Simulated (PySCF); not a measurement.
tungsten atom (W), quintet (typed; the unrestricted solution is spin-contaminated) (core potentials on W). Base run: CAMB3LYP/def2-SV(P) (PySCF).

The PySCF input:
```python
from pyscf import gto, scf, dft

mol = gto.M(
    atom='''
W     0.00000000    0.00000000    0.00000000
''',
    basis='def2-sv(p)',
    ecp={'W': 'def2-sv(p)'},
    spin=4,
    verbose=3,
)

mf = dft.UKS(mol)
mf.xc = 'camb3lyp'
mf.kernel()
mf.analyze()
```

Variants of this job, named by their change:

```json
[
 {"change": "base", "E (Eh)": "-66.81935", "HOMO (eV)": "-5.86", "<S^2>": "7.000", "core-seconds (rough)": "2", "outcome": "converged"},
 {"change": "functional = wb97x", "E (Eh)": "-", "HOMO (eV)": "-", "<S^2>": "-", "core-seconds (rough)": "-", "outcome": "not converged"},
 {"change": "functional = blyp", "E (Eh)": "-66.90075", "HOMO (eV)": "-4.76", "<S^2>": "6.194", "core-seconds (rough)": "1", "outcome": "converged"},
 {"change": "functional = wb97x_v", "E (Eh)": "-", "HOMO (eV)": "-", "<S^2>": "-", "core-seconds (rough)": "-", "outcome": "not converged"},
 {"change": "functional = bhandhlyp", "E (Eh)": "-66.80003", "HOMO (eV)": "-6.02", "<S^2>": "6.104", "core-seconds (rough)": "2", "outcome": "converged"},
 {"change": "functional = pbe0", "E (Eh)": "-66.90408", "HOMO (eV)": "-5.36", "<S^2>": "6.366", "core-seconds (rough)": "2", "outcome": "converged"},
 {"change": "functional = lc_wpbe", "E (Eh)": "-", "HOMO (eV)": "-", "<S^2>": "-", "core-seconds (rough)": "-", "outcome": "not converged"},
 {"change": "functional = wb97m_v", "E (Eh)": "-", "HOMO (eV)": "-", "<S^2>": "-", "core-seconds (rough)": "-", "outcome": "not converged"},
 {"change": "functional = blyp; dispersion = d3zero", "E (Eh)": "-66.90075", "HOMO (eV)": "-4.76", "<S^2>": "6.194", "core-seconds (rough)": "1", "outcome": "converged"},
 {"change": "functional = x3lyp", "E (Eh)": "-66.89523", "HOMO (eV)": "-5.42", "<S^2>": "6.007", "core-seconds (rough)": "1", "outcome": "converged"},
 {"change": "functional = m062x", "E (Eh)": "-66.82454", "HOMO (eV)": "-6.16", "<S^2>": "6.397", "core-seconds (rough)": "3", "outcome": "converged"},
 {"change": "functional = pw6b95", "E (Eh)": "-", "HOMO (eV)": "-", "<S^2>": "-", "core-seconds (rough)": "-", "outcome": "not converged"},
 {"change": "functional = mn15", "E (Eh)": "-66.83617", "HOMO (eV)": "-6.38", "<S^2>": "6.166", "core-seconds (rough)": "2", "outcome": "converged"}
]
```

Total energies compare only within one method and basis.

Open shells are given as the SCF converged; they aren't shown to be the lowest states, and a large step between rows can be another state.
